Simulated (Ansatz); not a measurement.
Steps of a relaxation of C2H6IIn, SMILES `[CH3][In]([CH3])[I]` with RKS PBE0-D4/def2-TZVP.

```sh
$ ansatz run in.yaml --threads 4 --pin off --events-out ev --progress --plain --max-ram 10444MiB
```

```yaml
crystal:
  periodic: [false, false, false]
  atoms:
    - {symbol: C, position_ang: [-0.665131, 1.831974, -0.603991]}
    - {symbol: In, position_ang: [-0.211690, -0.272269, -0.300642]}
    - {symbol: C, position_ang: [1.022181, -1.432722, 1.061857]}
    - {symbol: I, position_ang: [-1.527848, -1.871778, -2.099896]}
    - {symbol: H, position_ang: [0.274992, 2.399324, -0.751615]}
    - {symbol: H, position_ang: [-1.317825, 1.943530, -1.489661]}
    - {symbol: H, position_ang: [-1.180708, 2.224749, 0.294618]}
    - {symbol: H, position_ang: [0.636211, -1.310032, 2.093163]}
    - {symbol: H, position_ang: [0.986577, -2.499531, 0.772919]}
    - {symbol: H, position_ang: [2.066441, -1.064345, 1.026248]}
basis:
  gaussian: {orbitals: def2-TZVP}
hamiltonian: {xc: pbe0, dispersion: d4}
relax: {f_tol: 0.005, max_steps: 150}
```

Positions (Å) and forces (eV/Å) along the path, 15 of 30 steps:

```xyz
10
step=1 energy=-15447.0561 eV
C    -0.665    1.832   -0.604   -0.015    0.118    0.010
In   -0.212   -0.272   -0.301   -0.014   -0.040   -0.062
C     1.022   -1.433    1.062    0.066   -0.038    0.091
I    -1.528   -1.872   -2.100    0.143    0.177    0.202
H     0.275    2.399   -0.752   -0.479   -0.267    0.072
H    -1.318    1.944   -1.490    0.341   -0.068    0.461
H    -1.181    2.225    0.295    0.250   -0.165   -0.453
H     0.636   -1.310    2.093    0.211   -0.079   -0.494
H     0.987   -2.500    0.773    0.012    0.559    0.142
H     2.066   -1.064    1.026   -0.515   -0.197    0.032
10
step=3 energy=-15447.1043 eV
C    -0.653    1.798   -0.594   -0.001    0.040    0.012
In   -0.212   -0.273   -0.302   -0.006   -0.026   -0.044
C     1.004   -1.408    1.042    0.023   -0.006    0.034
I    -1.511   -1.848   -2.071   -0.024   -0.026   -0.027
H     0.271    2.361   -0.736    0.010    0.010    0.002
H    -1.295    1.926   -1.466    0.011   -0.039    0.012
H    -1.161    2.190    0.289   -0.007    0.018    0.008
H     0.627   -1.290    2.059    0.005   -0.005    0.020
H     0.982   -2.462    0.769   -0.024    0.029   -0.022
H     2.032   -1.044    1.013    0.013    0.005    0.006
10
step=4 energy=-15447.1051 eV
C    -0.651    1.802   -0.592    0.014   -0.063    0.009
In   -0.213   -0.276   -0.306    0.006    0.006    0.006
C     1.007   -1.406    1.045   -0.037    0.036   -0.041
I    -1.520   -1.852   -2.071   -0.004   -0.004   -0.003
H     0.274    2.363   -0.732    0.007    0.018   -0.005
H    -1.288    1.915   -1.467   -0.006    0.017   -0.007
H    -1.164    2.192    0.288   -0.011    0.017    0.007
H     0.626   -1.295    2.062    0.002   -0.008    0.019
H     0.980   -2.455    0.758    0.010   -0.014    0.008
H     2.034   -1.040    1.017    0.018   -0.004    0.006
10
step=6 energy=-15447.1053 eV
C    -0.649    1.799   -0.592   -0.001    0.000    0.000
In   -0.215   -0.278   -0.308   -0.003   -0.003   -0.004
C     1.007   -1.404    1.043    0.000    0.000    0.000
I    -1.533   -1.856   -2.065    0.001    0.002    0.003
H     0.277    2.363   -0.723    0.001    0.001    0.000
H    -1.279    1.920   -1.472    0.001    0.001    0.000
H    -1.169    2.190    0.284    0.000    0.000    0.000
H     0.622   -1.301    2.059    0.000   -0.001    0.000
H     0.992   -2.453    0.754    0.001    0.000    0.000
H     2.032   -1.031    1.023    0.001    0.001    0.001
10
step=10 energy=-15447.1060 eV
C    -0.633    1.802   -0.606   -0.021    0.021    0.007
In   -0.230   -0.276   -0.289    0.006   -0.011   -0.033
C     1.023   -1.403    1.031   -0.001   -0.021    0.030
I    -1.647   -1.862   -1.963    0.005    0.009    0.016
H     0.297    2.372   -0.643   -0.015   -0.010    0.003
H    -1.181    1.925   -1.540    0.013   -0.002    0.022
H    -1.240    2.182    0.219    0.015   -0.003   -0.026
H     0.585   -1.401    2.032    0.021   -0.006   -0.032
H     1.092   -2.430    0.673    0.001    0.030    0.012
H     2.019   -0.960    1.087   -0.024   -0.008    0.000
10
step=13 energy=-15447.1063 eV
C    -0.631    1.802   -0.607   -0.004    0.004    0.000
In   -0.228   -0.277   -0.293    0.000   -0.003   -0.007
C     1.024   -1.402    1.029    0.000   -0.006    0.005
I    -1.661   -1.863   -1.950    0.001    0.003    0.006
H     0.297    2.373   -0.633   -0.002   -0.002    0.002
H    -1.170    1.928   -1.545    0.004   -0.001    0.004
H    -1.247    2.178    0.212    0.002   -0.001   -0.005
H     0.580   -1.410    2.027    0.003   -0.002   -0.006
H     1.103   -2.426    0.667    0.001    0.007    0.002
H     2.016   -0.953    1.095   -0.004   -0.001    0.001
10
step=15 energy=-15447.1056 eV rejected
C    -0.614    1.805   -0.623   -0.020    0.121   -0.014
In   -0.233   -0.276   -0.287   -0.027   -0.009    0.014
C     1.042   -1.401    1.014    0.067   -0.056    0.073
I    -1.795   -1.868   -1.819    0.014    0.013    0.010
H     0.307    2.390   -0.529   -0.146   -0.075   -0.019
H    -1.046    1.938   -1.619    0.067   -0.008    0.146
H    -1.332    2.158    0.127    0.109   -0.047   -0.122
H     0.543   -1.518    1.984    0.077    0.011   -0.137
H     1.215   -2.392    0.585   -0.014    0.134    0.063
H     1.996   -0.887    1.170   -0.126   -0.083   -0.014
10
step=16 energy=-15447.1051 eV rejected
C    -0.624    1.800   -0.611   -0.073    0.009    0.037
In   -0.243   -0.277   -0.273    0.066    0.001   -0.095
C     1.031   -1.399    1.025   -0.058   -0.037    0.051
I    -1.692   -1.857   -1.925   -0.003    0.003    0.024
H     0.301    2.377   -0.610    0.023   -0.009    0.007
H    -1.137    1.920   -1.564   -0.001    0.006    0.002
H    -1.267    2.171    0.190    0.004    0.029   -0.025
H     0.573   -1.435    2.017    0.033   -0.025   -0.004
H     1.129   -2.414    0.641    0.006    0.000    0.013
H     2.014   -0.937    1.113    0.003    0.022   -0.010
10
step=17 energy=-15447.1068 eV
C    -0.626    1.803   -0.612    0.004    0.000   -0.002
In   -0.230   -0.276   -0.291   -0.002    0.001    0.005
C     1.029   -1.402    1.025    0.003    0.002   -0.003
I    -1.699   -1.865   -1.912   -0.002    0.000    0.000
H     0.300    2.378   -0.604   -0.001    0.000    0.001
H    -1.135    1.931   -1.566    0.002    0.000   -0.001
H    -1.271    2.173    0.188   -0.002    0.000    0.000
H     0.569   -1.441    2.014   -0.002   -0.001    0.002
H     1.135   -2.416    0.643    0.001   -0.001   -0.003
H     2.010   -0.934    1.117    0.000    0.001    0.001
10
step=18 energy=-15447.1074 eV
C    -0.620    1.804   -0.618   -0.016    0.028   -0.002
In   -0.236   -0.274   -0.281   -0.003   -0.004   -0.006
C     1.037   -1.402    1.020    0.010   -0.025    0.027
I    -1.750   -1.864   -1.860    0.002    0.004    0.007
H     0.304    2.384   -0.566   -0.030   -0.014   -0.001
H    -1.085    1.931   -1.596    0.020   -0.003    0.036
H    -1.305    2.170    0.151    0.027   -0.012   -0.033
H     0.556   -1.491    1.998    0.026    0.001   -0.046
H     1.181   -2.401    0.606   -0.002    0.044    0.019
H     2.001   -0.907    1.148   -0.034   -0.021   -0.001
10
step=21 energy=-15447.1087 eV
C    -0.607    1.807   -0.631   -0.022    0.070    0.000
In   -0.245   -0.270   -0.264   -0.004   -0.006   -0.003
C     1.050   -1.403    1.008    0.032   -0.031    0.053
I    -1.854   -1.863   -1.745    0.001    0.005    0.005
H     0.300    2.398   -0.484   -0.065   -0.039   -0.013
H    -0.975    1.934   -1.651    0.027   -0.005    0.080
H    -1.373    2.160    0.066    0.061   -0.028   -0.068
H     0.536   -1.591    1.956    0.041    0.006   -0.076
H     1.273   -2.361    0.534   -0.015    0.066    0.035
H     1.977   -0.862    1.212   -0.055   -0.038   -0.012
10
step=23 energy=-15447.1090 eV rejected
C    -0.596    1.814   -0.640   -0.078    0.100   -0.019
In   -0.260   -0.261   -0.239    0.016   -0.023   -0.006
C     1.058   -1.406    0.997    0.046   -0.072    0.095
I    -1.928   -1.869   -1.635   -0.008    0.016    0.000
H     0.289    2.416   -0.417   -0.077   -0.060   -0.018
H    -0.874    1.934   -1.691    0.034   -0.009    0.120
H    -1.429    2.164   -0.020    0.110   -0.046   -0.085
H     0.528   -1.688    1.914    0.073    0.038   -0.127
H     1.346   -2.320    0.469   -0.040    0.117    0.055
H     1.950   -0.833    1.265   -0.075   -0.061   -0.014
10
step=24 energy=-15447.1101 eV
C    -0.601    1.807   -0.638   -0.001    0.033   -0.009
In   -0.246   -0.268   -0.255   -0.018    0.002    0.013
C     1.059   -1.404    1.004    0.019   -0.023    0.014
I    -1.910   -1.852   -1.683    0.003   -0.001    0.002
H     0.290    2.405   -0.443   -0.020   -0.010   -0.004
H    -0.915    1.932   -1.675    0.010   -0.004    0.026
H    -1.408    2.153    0.014    0.021   -0.016   -0.019
H     0.531   -1.646    1.930    0.011    0.007   -0.031
H     1.320   -2.335    0.500   -0.004    0.024    0.014
H     1.963   -0.845    1.249   -0.021   -0.011   -0.006
10
step=26 energy=-15447.1107 eV
C    -0.597    1.810   -0.640    0.005   -0.019    0.010
In   -0.254   -0.264   -0.245    0.003   -0.003    0.005
C     1.061   -1.405    1.001   -0.008    0.021   -0.007
I    -1.932   -1.856   -1.648   -0.003    0.004    0.001
H     0.286    2.411   -0.422    0.010    0.003    0.004
H    -0.881    1.930   -1.685   -0.005    0.008   -0.028
H    -1.423    2.154   -0.015   -0.014    0.006    0.008
H     0.530   -1.678    1.914   -0.012   -0.005    0.015
H     1.342   -2.318    0.479    0.009   -0.021   -0.015
H     1.952   -0.836    1.265    0.014    0.007    0.007
10
step=30 energy=-15447.1123 eV
C    -0.587    1.811   -0.653   -0.001    0.000    0.000
In   -0.266   -0.259   -0.221    0.000    0.000    0.000
C     1.073   -1.406    0.991    0.000    0.001    0.000
I    -2.030   -1.840   -1.527   -0.001    0.002    0.002
H     0.262    2.423   -0.348    0.002    0.000    0.002
H    -0.763    1.927   -1.723    0.000   -0.001    0.000
H    -1.480    2.145   -0.120   -0.001   -0.001   -0.003
H     0.525   -1.782    1.857    0.000   -0.002   -0.001
H     1.430   -2.259    0.414    0.000    0.001   -0.001
H     1.919   -0.810    1.333    0.001    0.001    0.001
```

It took 95 s on 4 threads of an AMD EPYC 7B13 on a shared host, with 0.64 GiB of host memory at the peak.
